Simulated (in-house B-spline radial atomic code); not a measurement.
P³⁺: [Ne] 3s2

All numbers are computed (Dirac-Kohn-Sham LC-wPBE, spherical fractional occupations; Fermi nucleus of rms radius 3.1889 fm) with a radial B-spline atomic code at the basis-set limit, not measured.

Effective charges: Z_r = [3n² - l(l+1)]/(2<r>) from the radius, Z_e = n√(-2ε) from the energy, and Slater's rules. Values are occupation-weighted means over j.

| shell | electrons | ε (eV) | <r> (bohr) | Z_r | Z_e | Slater |
| --- | --- | --- | --- | --- | --- | --- |
| 1s | 2 | -2130.1 | 0.1036 | 14.48 | 12.51 | 14.70 |
| 2s | 2 | -218.53 | 0.5181 | 11.58 | 8.02 | 10.85 |
| 2p | 6 | -168.94 | 0.4831 | 10.35 | 7.05 | 10.85 |
| 3s | 2 | -50.084 | 1.669 | 8.09 | 5.76 | 5.85 |

The least bound orbital is 3s1/2 at -50.08 eV, and it is also the most diffuse (<r> = 1.669 bohr).

Spin-orbit splittings of the orbital energies (j = l + 1/2 above j = l - 1/2 when positive): 2p 0.9251 eV.

For the 1s electron the small component carries 0.283 % of the norm, the zero-frequency Breit interaction raises the level by 1.408 eV, self-energy by 0.6121 eV, and vacuum polarisation lowers it by 0.03924 eV.

The density falls to 0.001 bohr⁻³ at 3.076 bohr; Σ<r²> = 8.7875 bohr² gives, by the non-relativistic formula and without the paramagnetism of open shells, a Langevin diamagnetic susceptibility of -6.96×10⁻⁶ cm³/mol.
